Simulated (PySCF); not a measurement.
How methods differ on the excitation energy of Os⁺

Os⁺ [Xe] 4f14 5d6 6s1 (6D) → Os⁺ [Xe] 4f14 5d7 (4F), as a difference of total energies. Computed with PySCF 2.14 in aug-cc-pVTZ-PP with ECP60MDF, with scalar relativity through the core potential. Correlated levels: valence: 5s2 5p6 frozen. The calculations carry no spin-orbit coupling.

```
           method  excitation energy (cm⁻¹)
              UHF                     14416
              LDA                     10766
              PBE                     10361
             PBE0                     10147
           r2SCAN                     13303
            B97-3                    6648.4
           PBEsol                     11275
        CAM-B3LYP                    7820.0
           B2PLYP                    8117.2
    MP2 (valence)                    9711.7
SCS-MP2 (valence)                    5399.8
```
